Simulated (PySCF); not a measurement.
A geometry optimisation, step by step.

Compound: C5H7BF2GaN.
SMILES with atom numbers: `[F:1][B:2]([F:3])[c:4]1[cH:5][cH:6][cH:7][n+:8]([GaH3-:9])[cH:10]1` (hydrogens: H11 on C5; H12 on C6; H13 on C7; H14, H15, H16 on Ga9; H17 on C10)
Bond orders are those of one Lewis drawing.

Method: PBE0-D3(BJ)/def2-SVP geometry optimisation, gas phase in PySCF; density fitting, grid level 1; the optimiser is geomeTRIC in internal coordinates, started from a UFF structure with every atom displaced at random (about 0.03 Å). 6 of its 13 geometries are shown. The frame can shift and turn from step to step; on so coarse a grid that alone can change the energy by a few meV, and forces under 0.02 eV/Å are noise.

Step 0: E = -65242.5618 eV, largest atomic force 5.676 eV/Å
```
atom  x, y, z in Å  |  force x, y, z in eV/Å
F1      2.292    2.784   -0.201    0.278  -2.265   0.261
B2      2.522    1.445   -0.052    4.308   2.364  -0.392
F3      3.861    1.031   -0.042   -2.627   1.030  -0.047
C4      1.483    0.410    0.093   -5.443  -1.559   0.404
C5      1.670   -0.976    0.236    0.622   2.036   0.203
C6      0.632   -1.866    0.397    0.705  -1.790   0.239
C7     -0.651   -1.445    0.372   -2.101   0.994  -0.417
N8     -0.911   -0.099    0.185   -0.276  -1.393   0.643
Ga9    -2.792    0.485    0.253   -2.904   0.557  -0.866
C10     0.032    0.799    0.107    3.805   0.440  -0.805
H11     2.678   -1.313    0.320    1.007  -0.535  -0.154
H12     0.882   -2.929    0.556   -0.264   0.343  -0.088
H13    -1.566   -2.128    0.454    1.271   1.057  -0.083
H14    -2.979    1.791   -0.704    0.563  -0.340   0.202
H15    -3.737   -0.733   -0.392    0.878   0.298   0.391
H16    -3.240    0.858    1.724    0.443  -0.187   0.234
H17    -0.203    1.888   -0.051   -0.264  -1.051   0.277
```

Step 2: E = -65243.5074 eV, largest atomic force 2.190 eV/Å
```
atom  x, y, z in Å  |  force x, y, z in eV/Å
F1      2.209    2.734   -0.219   -0.065   0.681  -0.087
B2      2.522    1.483   -0.053   -0.788  -0.965   0.128
F3      3.772    1.127   -0.019    0.823  -0.077  -0.006
C4      1.409    0.386    0.104    1.202  -0.066  -0.021
C5      1.661   -0.970    0.285   -0.089  -0.915  -0.018
C6      0.582   -1.866    0.400    0.495  -0.414   0.046
C7     -0.737   -1.427    0.351    1.643   1.441  -0.139
N8     -0.932   -0.110    0.192   -0.519  -0.249  -0.044
Ga9    -2.915    0.562    0.229    0.050   0.307   0.162
C10     0.092    0.736    0.061   -1.705   0.507   0.108
H11     2.699   -1.339    0.308   -0.325   0.010   0.067
H12     0.759   -2.930    0.524    0.188  -0.213   0.038
H13    -1.604   -2.062    0.433   -0.414  -0.312   0.036
H14    -2.740    1.794   -0.734   -0.059   0.153  -0.074
H15    -3.570   -0.743   -0.324   -0.200  -0.263  -0.096
H16    -3.041    0.850    1.783   -0.065   0.012  -0.014
H17    -0.195    1.774   -0.068   -0.171   0.363  -0.087
```

Step 5: E = -65243.6710 eV, largest atomic force 0.206 eV/Å
```
atom  x, y, z in Å  |  force x, y, z in eV/Å
F1      2.302    2.706   -0.212   -0.019  -0.039   0.002
B2      2.544    1.421   -0.060    0.067   0.048  -0.011
F3      3.803    1.030   -0.055   -0.066  -0.027   0.007
C4      1.399    0.382    0.103   -0.038   0.048   0.005
C5      1.677   -0.981    0.269   -0.115   0.019   0.035
C6      0.624   -1.880    0.403    0.081  -0.100   0.015
C7     -0.677   -1.397    0.363   -0.117   0.034  -0.034
N8     -0.952   -0.096    0.205    0.176  -0.089   0.060
Ga9    -2.957    0.582    0.228   -0.183   0.019  -0.048
C10     0.054    0.770    0.083    0.077   0.077  -0.080
H11     2.713   -1.329    0.297    0.011  -0.006  -0.018
H12     0.805   -2.948    0.535   -0.025   0.009  -0.004
H13    -1.545   -2.058    0.449    0.041   0.013   0.007
H14    -2.805    1.836   -0.732    0.031  -0.027   0.021
H15    -3.649   -0.730   -0.344    0.049   0.042   0.027
H16    -3.132    0.873    1.775    0.019  -0.008   0.002
H17    -0.233    1.818   -0.052    0.011  -0.013   0.014
```

Step 7: E = -65243.6743 eV, largest atomic force 0.074 eV/Å
```
atom  x, y, z in Å  |  force x, y, z in eV/Å
F1      2.326    2.686   -0.225   -0.030   0.018  -0.002
B2      2.557    1.401   -0.067   -0.018  -0.019  -0.001
F3      3.811    0.999   -0.057    0.042  -0.046   0.003
C4      1.403    0.373    0.101    0.000  -0.017  -0.003
C5      1.661   -0.994    0.272    0.068  -0.026  -0.014
C6      0.605   -1.888    0.406   -0.022   0.057  -0.008
C7     -0.691   -1.387    0.366    0.007  -0.029   0.015
N8     -0.948   -0.084    0.210    0.045   0.011  -0.010
Ga9    -2.964    0.607    0.229    0.010   0.016   0.017
C10     0.065    0.774    0.077   -0.061   0.025   0.013
H11     2.694   -1.351    0.294    0.000  -0.002   0.007
H12     0.773   -2.958    0.536    0.004  -0.002   0.002
H13    -1.565   -2.037    0.456   -0.016  -0.007   0.003
H14    -2.781    1.854   -0.727   -0.004   0.015  -0.005
H15    -3.638   -0.707   -0.340   -0.020  -0.013  -0.010
H16    -3.124    0.890    1.779   -0.009   0.006  -0.002
H17    -0.215    1.823   -0.057    0.004   0.012  -0.006
```

Step 10: E = -65243.6755 eV, largest atomic force 0.074 eV/Å
```
atom  x, y, z in Å  |  force x, y, z in eV/Å
F1      2.400    2.599   -0.258    0.016  -0.012   0.000
B2      2.598    1.309   -0.095    0.038   0.000   0.001
F3      3.840    0.866   -0.094   -0.023   0.038  -0.004
C4      1.416    0.320    0.090   -0.036  -0.021   0.002
C5      1.636   -1.054    0.264   -0.033   0.048   0.005
C6      0.549   -1.907    0.419   -0.011  -0.039   0.007
C7     -0.731   -1.364    0.394    0.004  -0.010   0.001
N8     -0.948   -0.055    0.231   -0.070   0.022   0.003
Ga9    -2.950    0.716    0.233    0.054  -0.033  -0.003
C10     0.091    0.767    0.082    0.051   0.005  -0.012
H11     2.657   -1.444    0.277   -0.004  -0.007  -0.004
H12     0.682   -2.982    0.554   -0.004   0.001   0.000
H13    -1.624   -1.987    0.501    0.007   0.006  -0.002
H14    -2.699    1.962   -0.711    0.000  -0.004   0.003
H15    -3.667   -0.568   -0.358    0.006   0.014   0.000
H16    -3.127    0.996    1.781    0.005   0.001   0.002
H17    -0.152    1.825   -0.057    0.000  -0.009   0.001
```

Step 12: E = -65243.6762 eV, largest atomic force under 0.02 eV/Å
```
atom  x, y, z in Å  |  force x, y, z in eV/Å
F1      2.428    2.554   -0.275   -0.001   0.006   0.002
B2      2.616    1.264   -0.106   -0.009  -0.007  -0.003
F3      3.854    0.815   -0.103    0.006  -0.005   0.001
C4      1.421    0.289    0.084    0.002   0.013   0.002
C5      1.613   -1.087    0.266   -0.005  -0.017   0.003
C6      0.511   -1.920    0.427    0.017   0.007  -0.001
C7     -0.758   -1.352    0.402   -0.010   0.009   0.004
N8     -0.949   -0.040    0.233   -0.013  -0.006  -0.007
Ga9    -2.924    0.771    0.237    0.011  -0.002   0.000
C10     0.105    0.761    0.076    0.012   0.002  -0.001
H11     2.625   -1.499    0.277    0.001   0.002   0.000
H12     0.624   -2.996    0.568   -0.002  -0.001  -0.001
H13    -1.663   -1.956    0.515   -0.001  -0.003  -0.001
H14    -2.644    2.018   -0.698   -0.002   0.003   0.001
H15    -3.671   -0.488   -0.369   -0.003  -0.001   0.000
H16    -3.098    1.043    1.786   -0.001  -0.001   0.001
H17    -0.119    1.822   -0.069   -0.001   0.001  -0.001
```

**Question.** Summarise the path.

**Answer.** The energy falls by 1.1143 eV from step 0 to step 12; nine tenths of that is first reached at step 3. It rises by more than 0.2 meV at step 4. The largest force goes from 5.676 to under 0.02 eV/Å. Among the bonds N8–Ga9 changes most, from 1.972 to 2.135 Å; the atoms move by 0.096 Å rms after alignment.

What follows is the cost of the whole optimisation. Time: 6.4 min wall; peak memory 0.92 GiB. Hardware: an Intel Xeon at 2.70 GHz with one thread (shared host).
